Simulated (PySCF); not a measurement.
B3LYP has the VWN-RPA correlation part, as in Gaussian. Delta-SCF ions had no search for a lower state. Excitations are Tamm–Dancoff values on a coarser integration grid. The basis has no diffuse functions, so Rydberg states are missing or too high.

Z-matrix (Å, degrees):
```
C
O 1 1.2152
N 1 1.3469 2 126.64
H 3 1.0054 1 120.10 2 0.00
H 3 1.0069 4 120.52 1 -180.00
C 1 1.5327 2 119.79 3 -179.99
O 6 1.2017 1 123.35 2 -179.99
H 6 1.1043 7 123.54 5 -179.97
```
Charge 0, spin multiplicity 1.

Question: Give the S1–T1 gap (TDA), T1 excitation (TDA), HOMO–LUMO gap, S1 excitation (TDA), LUMO, HOMO, total energy and vertical ionisation energy (Delta-SCF) at the level B3LYP-D3(BJ)/def2-TZVP (PySCF).

Answer: 
```yaml
S1–T1 gap (TDA): 0.56 eV
T1 excitation (TDA): 2.65 eV
HOMO–LUMO gap: 4.78 eV
S1 excitation (TDA): 3.21 eV
LUMO: -2.61 eV
HOMO: -7.38 eV
total_energy: -283.3469 Ha
vertical ionisation energy (Delta-SCF): 9.95 eV
```
